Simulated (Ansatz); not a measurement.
Species: [Ga(CH3)3(NCH)] (charge 0, multiplicity 1), formula C$_{4}$H$_{10}$GaN.

### Question
How many basis functions does frozen-core CCSD(T)/cc-pVTZ // PBE0-D3(BJ)/def2-SVP in Ansatz (a quantum-chemistry and plane-wave program) use, how many core orbitals are frozen, and how many electrons are correlated?

### Answer
333 basis functions and 14 frozen orbitals, which leaves 44 correlated electrons (filled d shells below the valence shell are correlated). Core time is of the order of hours.
